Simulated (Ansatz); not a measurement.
[VBr4]- (VBr₄⁻), relaxed as a triplet with UKS r2SCAN-D4/def2-SVPD in Ansatz, starting from the GFN2-xTB geometry. Force threshold 0.02 eV/Å.

The relaxation made no stability test and no search for a lower SCF solution.

Start:

```tsv
atom	x (Å)	y (Å)	z (Å)
V1	0.000	0.000	0.000
Br2	0.327	0.699	2.199
Br3	1.999	0.193	-1.182
Br4	-1.628	1.331	-1.005
Br5	-0.698	-2.223	-0.012
```

**Question.** Estimate the energy that the relaxation releases and the steps that it takes.

**Answer.** 9.3 kJ/mol, in 3 steps; 12 s on 4 threads of Intel Xeon 6975P-C on a shared host. No frequencies were taken in this run, so the end may be a saddle point.

**Question.** Does the start keep its bonding and symmetry?

**Answer.** By distances, no bond broke or formed. The bond that changes most is V1–Br2, from 2.33 to 2.39 Å (atoms count from 1). Point group Td at the start, Td at the end, both within 0.05 Å.

**Question.** Predict the relaxed structure.

**Answer.** 
Cartesian coordinates in Å:
```
V 0.000 0.000 0.000
Br 0.336 0.718 2.259
Br 2.054 0.199 -1.214
Br -1.672 1.367 -1.032
Br -0.717 -2.284 -0.013
```
Bond lengths: 4 × Br–V 2.39 Å.
